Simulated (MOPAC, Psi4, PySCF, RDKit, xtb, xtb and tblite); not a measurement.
Two geometries of SMILES C=Cc1ccc(O[SiH3])cc1, relaxed at GFN2-xTB with one dihedral held; other torsions can differ between them too.

Structure A

```
20

C      3.8425    -0.0805    -0.3230
C      2.8722     0.6983     0.1264
C      1.4448     0.3968    -0.0468
C      0.6208     0.2387     1.0644
C     -0.7072    -0.1053     0.9169
C     -1.2441    -0.3013    -0.3534
O     -2.5483    -0.6315    -0.4475
Si    -3.5519    -0.9414    -1.6870
C     -0.4264    -0.1539    -1.4667
C      0.9051     0.1799    -1.3104
H      4.8815     0.1447    -0.1523
H      3.6304    -0.9671    -0.8978
H      3.1029     1.5646     0.7348
H      1.0282     0.3873     2.0540
H     -1.3468    -0.2312     1.7771
H     -3.6637     0.2183    -2.5750
H     -3.0863    -2.0911    -2.4665
H     -4.7661    -1.2102    -0.9350
H     -0.8446    -0.3088    -2.4501
H      1.5357     0.2900    -2.1806
```

Structure B

```
20

C     -3.9298    -0.0307    -0.2510
C     -2.8574     0.6764     0.0861
C     -1.4651     0.2637    -0.0293
C     -1.0739    -0.9796    -0.5302
C      0.2573    -1.3246    -0.6198
C      1.2472    -0.4335    -0.2092
O      2.5339    -0.8176    -0.3168
Si     3.9592    -0.1190     0.0338
C      0.8731     0.8076     0.2916
C     -0.4619     1.1451     0.3777
H     -4.9224     0.3666    -0.1260
H     -3.8698    -1.0239    -0.6612
H     -2.9958     1.6709     0.4935
H     -1.8194    -1.6882    -0.8550
H      0.5552    -2.2868    -1.0077
H      4.0512     0.1964     1.4613
H      4.1428     1.1128    -0.7373
H      4.8460    -1.1943    -0.3775
H      1.6394     1.4986     0.6101
H     -0.7361     2.1144     0.7698
```

Which is lower in energy at the level PBE0-D3(BJ)/def2-SVP // GFN2-xTB (Psi4 1.11), and by how much?

B is lower, by 3.05 kcal/mol (dihedral C1–C2–C3–C4: 120° in A, 0° in B).

E(B) − E(A) in kcal/mol at the other levels, on the same two geometries: GFN2-xTB (xtb and tblite) -2.09; MMFF94 // GFN2-xTB (RDKit) -0.21; PBE0/def2-SVP // GFN2-xTB (Psi4) -3.08; PBE/def2-SVP // GFN2-xTB (Psi4) -3.60; PBE-D3(BJ)/def2-SVP // GFN2-xTB (Psi4) -3.58; UFF // GFN2-xTB (RDKit) -2.17; AM1, restricted, heats of formation // GFN2-xTB (MOPAC) -1.25; PM7, restricted, heats of formation // GFN2-xTB (MOPAC) -0.17; GFN1-xTB // GFN2-xTB (xtb) -2.00; restricted B3LYP/6-31G*, spherical d, density fitting // GFN2-xTB (PySCF) -2.97; restricted M06-2X/6-31G*, spherical d, density fitting // GFN2-xTB (PySCF) -2.32.
